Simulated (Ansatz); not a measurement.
Gas-phase electronic energies from Ansatz, PBE0-D4/def2-TZVP geometries. CCSD(T)/CBS is the MP2 limit (def2-TZVPP, def2-QZVPP) plus CCSD(T) − MP2 in def2-TZVPP, frozen cores. This one scheme is used for every species. Functionals use def2-TZVPP. For As outer-core shells are correlated without core-valence functions, which leaves a few kJ/mol of doubt a bond. Scalar relativity is left out up to krypton.

`O[AsH2]` + `O[SiH3]` → `[SiH3]O[AsH2]` + H₂O  (ligand exchange at the As–O bond)

| level | ΔE (kcal/mol) | difference from CCSD(T)/CBS |
| --- | --- | --- |
| LDA (SPW92) | -0.6 | 2.0 |
| r2SCAN0-D4 | -1.5 | 1.1 |
| CAM-B3LYP-D4 | -1.7 | 0.9 |
| ωB97M-V | -1.6 | 1.0 |
| revPBE | 0.0 | 2.6 |
| r2SCAN | -0.9 | 1.7 |
| r2SCANh | -1.0 | 1.6 |
| HF/def2-QZVPP | -1.8 | 0.8 |
| MP2/CBS(def2) | -2.8 | -0.2 |
| CCSD/CBS(def2) | -2.5 | 0.1 |
| CCSD(T)/CBS | -2.6 | 0 |

Largest T1 diagnostic among the species: 0.012.

The D4 term adds −1.5 kcal/mol with B3LYP and −0.8 kcal/mol with PBE0; it sums over pairs of atoms, weighted by their polarisabilities, and B3LYP, whose exchange is more repulsive, gets the larger term. From BLYP to BHLYP (50 % exact exchange), in def2-TZVPP and without D4, ΔE moves by −1.0 kcal/mol.

B3LYP here is the variant with VWN-RPA as its local correlation; programs differ in this.
